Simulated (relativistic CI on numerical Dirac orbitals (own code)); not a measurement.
## Er3+: M4,5 absorption edge

Computed with this model: Dirac-Coulomb-Breit CI, separate exchange-only KLI orbitals for each configuration, a model potential for QED, valence Slater integrals scaled by 0.9, multiplet model of core-to-valence dipole absorption; configurations [Xe] 4f11 → [Ar] 3d9 4s2 4p6 4d10 4f12 5s2 5p6; 80 K; Lorentzian 0.9 eV and Gaussian 0.4 eV FWHM. Energies are those of the free ion, without screening or charge transfer. The branching ratio is the share of the lower-energy edge in the whole absorption, uncertain by about 0.02 where the edges overlap. S is read from ⟨S²⟩ = S(S + 1).

Case free ion, the dichroism is that of the ground state at zero temperature, magnetised by magnetic field 10 T along z. The dichroism I(Δm = −1) − I(Δm = +1), over the sum of the three polarisations, integrates to -0.6112 on the lower edge and -0.0576 on the upper edge. The branching ratio is 0.926.

**Question.** Use the orbital sum rule with 3 holes to get ⟨Lz⟩.

**Answer.** For a d → f edge ⟨Lz⟩ = 3 × n_h × (sum of both integrals) in this sign convention = -6.02; the ground state itself has ⟨Lz⟩ = -6.03 and ⟨Sz⟩ = -1.47. The rule assumes one radial integral for both edges, which relativistic orbitals only approach.
